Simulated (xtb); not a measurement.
CH$_{3}$O (SMILES [CH2]O), doublet, at a GFN2-xTB geometry; GFN0-xTB (xtb).

xtb was given this input:
```
$ xtb mol.xyz --gfn 0 --uhf 1 --ohess --json

# file mol.xyz
5

C      0.68555475     0.02506030    -0.03326015
O     -0.67125356    -0.12186477    -0.00544343
H     -1.09819889     0.73923507    -0.05875489
H      1.12820553     0.97457786     0.20251259
H      1.22669342    -0.88925661     0.09935069
```

The log (banner, timings and long lists left out):

```
   ID    Z sym.   atoms
    1    6 C      1
    2    8 O      2
    3    1 H      3-5

           -------------------------------------------------
          |                Calculation Setup                |
           -------------------------------------------------

           -------------------------------------------------
          |                 G F N 0 - x T B                 |
           -------------------------------------------------

          ...................................................
          :                      SETUP                      :
          :.................................................:
          :  # basis functions                  14          :
          :  # atomic orbitals                  14          :
          :  # shells                           10          :
          :  # electrons                        13          :
          :  electronic temp.          300.0000000     K    :
          :  accuracy                    1.0000000          :
          :  -> integral cutoff          0.2500000E+02      :
          :  -> integral neglect         0.1000000E-07      :
          ...................................................

         :::::::::::::::::::::::::::::::::::::::::::::::::::::
         ::                     SUMMARY                     ::
         :::::::::::::::::::::::::::::::::::::::::::::::::::::
         :: total energy              -6.970459656726 Eh    ::
         :: gradient norm              0.029468741167 Eh/a0 ::
         :: HOMO-LUMO gap              4.275989955400 eV    ::
         ::.................................................::
         :: H0 energy                 -6.998386436640 Eh    ::
         :: repulsion energy           0.070360297408 Eh    ::
         :: electrostat energy        -0.029311519734 Eh    ::
         :: -> Gsolv                   0.000000000000 Eh    ::
         ::    -> Gsasa                0.000000000000 Eh    ::
         ::    -> Gshift               0.000000000000 Eh    ::
         :: dispersion energy         -0.000415826629 Eh    ::
         :: short-range corr.         -0.012706171131 Eh    ::
         :: add. restraining           0.000000000000 Eh    ::
         :: total charge               0.000000000000 e     ::
         :::::::::::::::::::::::::::::::::::::::::::::::::::::

      -----------------------------------------------------------
     |                   =====================                   |
     |                        A N C O P T                        |
     |                   =====================                   |
     |               Approximate Normal Coordinate               |
     |                Rational Function Optimizer                |
      -----------------------------------------------------------
      -----------------------------------------------------------
     |                   =====================                   |
     |                        A N C O P T                        |
     |                   =====================                   |
     |               Approximate Normal Coordinate               |
     |                Rational Function Optimizer                |
      -----------------------------------------------------------

          ...................................................
          :                      SETUP                      :
          :.................................................:
          :   optimization level            normal          :
          :   max. optcycles                   200          :
          :   ANC micro-cycles                  20          :
          :   degrees of freedom                 9          :
          :.................................................:
          :   RF solver                   davidson          :
          :   write xtbopt.log                true          :
          :   linear?                        false          :
[...]
 * total energy  :    -6.9704597 Eh     change        0.0000000E+00 Eh
 * total energy  :    -6.9716218 Eh     change       -0.1162192E-02 Eh
 * total energy  :    -6.9713371 Eh     change        0.2847459E-03 Eh
 * total energy  :    -6.9719387 Eh     change       -0.6016142E-03 Eh
 * total energy  :    -6.9719624 Eh     change       -0.2369671E-04 Eh
 * total energy  :    -6.9719663 Eh     change       -0.3866606E-05 Eh
   *** GEOMETRY OPTIMIZATION CONVERGED AFTER 6 ITERATIONS ***
         :: total energy              -6.971966280465 Eh    ::
[...]
eigval :     3020.22  3091.11  3464.44
 reduced masses (amu)
   1:  9.59   2: 12.66   3: 12.81   4: 12.21   5:  9.01   6:  4.82   7:  2.33   8:  3.50
   9:  2.13  10:  8.75  11:  4.29  12:  5.62  13:  1.56  14:  1.95  15:  1.87
 IR intensities (km·mol⁻¹)
   1:  5.93   2:  5.80   3:  0.33   4:  0.53   5:  6.43   6: 11.46   7: 63.42   8: 37.98
   9: 22.53  10: 11.41  11: 17.89  12:  1.87  13:  3.83  14:  2.95  15: 16.48
 Raman intensities (Ä⁴*amu⁻¹)
   1:  0.00   2:  0.00   3:  0.00   4:  0.00   5:  0.00   6:  0.00   7:  0.00   8:  0.00
   9:  0.00  10:  0.00  11:  0.00  12:  0.00  13:  0.00  14:  0.00  15:  0.00
 output can be read by thermo (or use thermo option).
 writing <g98.out> molden fake output.
 recommended (thermochemical) frequency scaling factor: 1.0
           -------------------------------------------------
          |             Thermodynamic Functions             |
           -------------------------------------------------

c1  symmetry found (for desy threshold:  0.10E+00) used in thermo

          ...................................................
          :                      SETUP                      :
          :.................................................:
          :  # frequencies                           9      :
          :  # imaginary freq.                       0      :
          :  linear?                             false      :
          :  only rotor calc.                    false      :
          :  symmetry                               c1      :
          :  rotational number                       1      :
          :  scaling factor                  1.0000000      :
          :  rotor cutoff                   50.0000000 cm⁻¹ :
          :  imag. cutoff                  -20.0000000 cm⁻¹ :
          :.................................................:

    mode    ω/cm⁻¹     T·S(HO)/kcal·mol⁻¹    T·S(FR)/kcal·mol⁻¹   T·S(vib)
   ------------------------------------------------------------------------
   ------------------------------------------------------------------------

   temp. (K)  partition function   enthalpy   heat capacity  entropy
                                   cal/mol     cal/K/mol   cal/K/mol   J/K/mol
 298.15  VIB   1.13                  232.669      2.773      1.021
         ROT  0.219E+04              888.752      2.981     18.270
         INT  0.248E+04             1121.422      5.754     19.291
         TR   0.167E+27             1481.254      4.968     36.214
         TOT                        2602.6755    10.7217    55.5043   232.2300

       T/K    H(0)-H(T)+PV         H(T)/Eh          T*S/Eh         G(T)/Eh
   ------------------------------------------------------------------------
    298.15    0.414763E-02    0.401052E-01    0.263719E-01    0.137333E-01
   ------------------------------------------------------------------------

         :::::::::::::::::::::::::::::::::::::::::::::::::::::
         ::                  THERMODYNAMIC                  ::
         :::::::::::::::::::::::::::::::::::::::::::::::::::::
         :: total free energy          -6.958232994860 Eh   ::
         ::.................................................::
         :: total energy               -6.971966280465 Eh   ::
         :: zero point energy           0.035957546128 Eh   ::
         :: G(RRHO) w/o ZPVE           -0.022224260523 Eh   ::
         :: G(RRHO) contrib.            0.013733285605 Eh   ::
         :::::::::::::::::::::::::::::::::::::::::::::::::::::

optimized geometry written to: xtbopt.xyz

           -------------------------------------------------
          | TOTAL ENERGY               -6.971966280465 Eh   |
          | TOTAL ENTHALPY             -6.931861106916 Eh   |
          | TOTAL FREE ENERGY          -6.958232994860 Eh   |
          | GRADIENT NORM               0.000584473950 Eh/α |
          | HOMO-LUMO GAP               4.500545338356 eV   |
           -------------------------------------------------

normal termination of xtb
```
